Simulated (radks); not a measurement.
The numbers below are computed, except where a source is named.
Species: Cr II. Configuration: [Ar] 3d5.

Level of theory: scalar-relativistic Kohn-Sham, Slater X-alpha with alpha = 0.684, spin-polarised, spherical densities, point nucleus; open shells are filled with parallel spins first (a radial shooting solver on a logarithmic mesh with Libxc functionals).

Energy parts (Ry):
| part | energy |
|---|---|
| total | -2095.26034 |
| kinetic | 2118.17544 |
| electron-nucleus | -4998.30180 |
| Hartree | 876.55182 |
| exchange | -91.68580 |

Orbitals (lengths in bohr, moments of r in powers of bohr; <r^-3> diverges for s and p1/2):
| orbital | occ. | eigenvalue (Ry) | <r^-3> | <r^4> | <r^2> |
|---|---|---|---|---|---|
| 1s up | 1 | -431.8260 | - | 0.00007632 | 0.005448 |
| 1s down | 1 | -431.8278 | - | 0.00007632 | 0.005448 |
| 2s up | 1 | -49.36946 | - | 0.01830 | 0.1022 |
| 2s down | 1 | -49.22652 | - | 0.01813 | 0.1017 |
| 2p up | 3 | -41.62792 | 361.2 | 0.01428 | 0.08349 |
| 2p down | 3 | -41.51797 | 362.6 | 0.01410 | 0.08305 |
| 3s up | 1 | -5.95639 | - | 1.472 | 0.9471 |
| 3s down | 1 | -5.58016 | - | 1.480 | 0.9490 |
| 3p up | 3 | -3.88445 | 43.13 | 2.209 | 1.111 |
| 3p down | 3 | -3.51057 | 42.83 | 2.237 | 1.116 |
| 3d up | 5 | -0.77228 | 2.972 | 19.42 | 2.629 |
| 3d down | 0 | -0.41511 | 2.772 | 40.38 | 3.370 |

The highest occupied level is 3d up at -10.507 eV. Spin moment in Bohr magnetons: 5.
